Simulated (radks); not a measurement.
Gd4+, configuration [Xe] 4f6. All-electron calculation, Dirac Kohn-Sham, XLYP, spin-unpolarised, spherical densities, point nucleus; open shells are shared between the two j in proportion to 2j + 1. Program: a radial shooting solver on a logarithmic mesh with Libxc functionals.

Unscreened Slater integrals over Kohn-Sham orbitals (eV). Large and small components are both included.

F0(4f7/2,4f7/2): 31.206
F2(4f7/2,4f7/2): 14.904
F4(4f7/2,4f7/2): 9.3632
F6(4f7/2,4f7/2): 6.7394
F0(4f7/2,4f5/2): 31.365
F2(4f7/2,4f5/2): 14.982
F4(4f7/2,4f5/2): 9.4128
G2(4f7/2,4f5/2): 14.948
G4(4f7/2,4f5/2): 9.3924
G6(4f7/2,4f5/2): 6.7609
F0(4f7/2,5p3/2): 19.626
F2(4f7/2,5p3/2): 6.7626
G2(4f7/2,5p3/2): 3.3192
G4(4f7/2,5p3/2): 2.6228
F0(4f7/2,5p1/2): 20.494
G4(4f7/2,5p1/2): 2.9908
F0(4f5/2,4f5/2): 31.526
F2(4f5/2,4f5/2): 15.062
F4(4f5/2,4f5/2): 9.4641
F0(4f5/2,5p3/2): 19.663
F2(4f5/2,5p3/2): 6.7192
G2(4f5/2,5p3/2): 3.2557
G4(4f5/2,5p3/2): 2.5802
F0(4f5/2,5p1/2): 20.536
G2(4f5/2,5p1/2): 3.7718
F0(5p3/2,5p3/2): 16.331
F2(5p3/2,5p3/2): 8.8528
F0(5p3/2,5p1/2): 16.751
G2(5p3/2,5p1/2): 8.9888
F0(5p1/2,5p1/2): 17.220
